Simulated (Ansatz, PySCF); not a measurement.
Sn(Cl)(Me)(OH)2 (CH₅ClO₂Sn), SMILES [CH3][Sn]([OH])([Cl])[OH].

Geometry optimised at PBE0-D3(BJ)/def2-SVP. The structure was generated by enumeration; whether it is a known compound was not checked. The def2 effective core potentials stand for the cores of Sn; spin–orbit coupling is left out. Other conformers were not sampled.

Vertical ionisation energy (IE) and electron affinity (EA) in eV. Rows of orbital energies are one-electron estimates. Where ΔSCF, EOM or ADC give a negative EA the extra electron is unbound and the value depends on the basis.

```json
[
 {"level": "−ε(HOMO), −ε(LUMO), r2SCAN/def2-TZVP (PySCF)", "IE": "7.47", "EA": "2.01"},
 {"level": "−ε(HOMO), −ε(LUMO), PBE/def2-TZVP (PySCF)", "IE": "7.08", "EA": "2.27"},
 {"level": "ΔSCF, PBE0/def2-SVPD (Ansatz), final states of multiplicity 2 and 2", "IE": "10.77", "EA": "-0.02"},
 {"level": "ΔSCF, PBE/def2-SVPD (Ansatz), final states of multiplicity 2 and 2", "IE": "10.13", "EA": "0.18"}
]
```

Problem. What vertical singlet–triplet gap does ΔSCF give with PBE0/def2-SVPD (Ansatz, a quantum-chemistry and plane-wave program) and with PBE/def2-SVPD (Ansatz)? (An estimate is asked for; the answer gives what the named calculation found.)

Solution. 5.53 and 4.82 eV (triplet above singlet where positive).
